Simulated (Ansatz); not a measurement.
Born–Oppenheimer molecular dynamics of FHInO (4 atoms, charge 0, multiplicity 2). It starts from a relaxed structure.

Level of theory: UKS revPBE/def2-SVP (Ansatz 0.2.0).

```json
{
  "ensemble": "NVE (velocity Verlet)",
  "time step": "2.5 fs",
  "steps asked": "40",
  "starting velocities drawn for": "300 K",
  "seed": "580968"
}
```

First frame:

```xyz
4
Properties=species:S:1:pos:R:3
O -1.863 -0.643 0.042
In 0.031 0.122 -0.085
F 1.283 -1.091 0.871
H 0.604 1.551 -0.849
```

Question: How far do the bonds stretch over the last three quarters of this one trajectory? (Pairs bonded in most of those frames.)

Answer: 
```tsv
bond	mean (Å)	spread (Å)	shortest	longest
O1–In2	2.045	0.011	2.03	2.06
In2–F3	1.999	0.046	1.92	2.06
In2–H4	1.726	0.004	1.72	1.73
```

Mean temperature of the second half: 133 K. The conserved energy stayed within 0.24 meV per atom of its start (net change 0.2 meV per atom), so the integration is sound. Over the second half the temperature averaged 0.44 of the 300 K drawn at the start: a run that starts near a minimum puts about half its kinetic energy into the potential. A step of 2.5 fs is long for free X–H stretches (periods near 10 fs) and can bias their spread and the temperature. A run of 0.1 ps of so small a system gives no equilibrium averages.

Time of the run: 100 s on 1 thread of Arm Neoverse V2 (shared host), peak memory 0.12 GiB.
